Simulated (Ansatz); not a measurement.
System: OsO, net charge 0, triplet state. The spin state was set by rule; other spins were not relaxed. SMILES: [O]=[Os]
Structure (B3LYP-D3(BJ)/def2-TZVP (Ansatz, a quantum-chemistry and plane-wave program) minimum search):
```xyz
2

Os     0.0000     0.0000    -0.1587
O      0.0000     0.0000     1.5078
```
Charge 0, spin multiplicity 3.

Parts of the frozen-core correlation energy in def2-SVP (Ansatz, hartree). Frozen orbitals: 5; correlated occupied orbitals by spin: 8 and 6; virtual: 33 and 35. Open shells are spin-unrestricted. No spin-orbit coupling. Past Kr the def2 sets carry scalar-relativistic core potentials.

| term | value |
|---|---|
| reference (HF) | -164.55367 |
| MP2 opposite-spin | -0.23149 |
| MP2 same-spin | [?] |
| CCSD correlation | [?] |
| (T) | [?] |
| CCSDT minus CCSD(T) | -0.00379 |
| T1 diagnostic | 0.094 |
| largest doubles amplitude | 0.113 |
| <S^2> of the reference | 2.633 |

Q: Complete the blanks.

A: 
- MP2 same-spin, value: -0.11204
- CCSD correlation, value: -0.38252
- (T), value: -0.01799
